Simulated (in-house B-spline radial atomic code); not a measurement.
Configurations of Mg II (Mg+), with energies counted from [Ne] 3s1. Method: scalar-relativistic (X2C) SCAN, spin-polarised, spherical fractional occupations, Fermi nucleus of rms radius 3.057 fm. Calculated with a radial B-spline atomic code at the basis-set limit. Shells without spins written out take the highest spin.

Occupations are held fixed; configurations that lie above the ionisation limit could autoionise.

| configuration | E - E(ref) (eV) | highest orbital | its <r> (bohr) |
| --- | --- | --- | --- |
| [Ne] 4f1 | 11.712 | 4f up | 9.13 |
| [He] 2s2 2p5 3s1 4d1 | 65.239 | 4d up | 8.9 |
| [He] 2s1 2p6 3s1 3p1 | 90.178 | 3p up | 2.845 |
| [He] 2s1 2p6 3s1 4s1 | 96.672 | 4s up | 5.76 |
| [He] 2s1 2p6 3s1 3d1 | 96.778 | 3d up | 4.076 |
| [He] 2s1 2p6 3s1 4p1 | 98.112 | 4p up | 6.733 |

(1) Order these further configurations by energy, lowest first.
A. [He] 2s2 2p(3 up, 2 down) 3s(0 up, 1 down) 3p(0 up, 1 down)
B. [He] 2s2 2p(2 up, 3 down) 3s(1 up, 0 down) 4s(1 up, 0 down)
C. [He] 2s2 2p5 3s1 3p1
D. [He] 2s2 2p(2 up, 3 down) 3s(0 up, 1 down) 4f(0 up, 1 down)
E. [Ne] 3p(1 up, 0 down)

(2) How far above the reference does [Ne] 3d1 lie?

## Answers

(1) E (4.5762 eV), C (55.422 eV), A (55.767 eV), B (62.203 eV), D (65.859 eV).

(2) 9.0997 eV; its least bound orbital is 3d up with <r> = 5.203 bohr.
